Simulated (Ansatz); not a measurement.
Geometry optimisation, Ansatz, UHF/def2-SVP.

input.yaml

```yaml
crystal:
  periodic: [false, false, false]
  atoms:
    - { symbol: B, position_ang: [-0.044191, -0.329752, -0.403602] }
    - { symbol: H, position_ang: [0.055297, -0.132246, 1.977141] }
    - { symbol: O, position_ang: [1.085525, -0.371484, -1.112915] }
    - { symbol: H, position_ang: [1.891772, -0.368583, -0.621311] }
    - { symbol: O, position_ang: [-1.246806, -0.3216, -0.980134] }
    - { symbol: H, position_ang: [-1.991006, -0.286226, -0.40115] }
    - { symbol: F, position_ang: [0.039509, 0.011292, 2.87557] }
magnetization:
  spin_polarized: true
  initial_magnetization: 1
basis:
  gaussian: { orbitals: def2-SVP }
hamiltonian:
  xc: hf
relax:
  f_tol: 0.03
  max_steps: 50
```

Run as:

```bash
$ ansatz run input.yaml --threads 1 --pin off --max-ram 2048MiB --backend cpu --events-out ev --progress --plain --runs-dir out
```

Q: Where does it end, and by what steps?

A: The run converged. After 6 steps the energy has fallen by 0.003 eV; F7 moved furthest, 0.09 Å.

```json
{"step": "0", "energy less start (eV)": "0.0000", "largest force component (eV/Å)": "0.265", "accepted": "yes"}
{"step": "1", "energy less start (eV)": "0.0899", "largest force component (eV/Å)": "1.488", "accepted": "no"}
{"step": "2", "energy less start (eV)": "0.0055", "largest force component (eV/Å)": "0.308", "accepted": "no"}
{"step": "3", "energy less start (eV)": "-0.0009", "largest force component (eV/Å)": "0.180", "accepted": "yes"}
{"step": "4", "energy less start (eV)": "-0.0020", "largest force component (eV/Å)": "0.131", "accepted": "yes"}
{"step": "5", "energy less start (eV)": "-0.0026", "largest force component (eV/Å)": "0.033", "accepted": "yes"}
{"step": "6", "energy less start (eV)": "-0.0027", "largest force component (eV/Å)": "0.021", "accepted": "yes"}
```

```xyz
7
Properties=species:S:1:pos:R:3
B -0.030 -0.313 -0.434
H 0.066 -0.095 2.041
O 1.088 -0.395 -1.157
H 1.899 -0.365 -0.677
O -1.244 -0.342 -0.986
H -1.975 -0.276 -0.392
F -0.014 -0.013 2.938
```

The run took 7.4 s on 1 thread of Arm Neoverse V2 (shared host), peak memory 0.12 GiB.
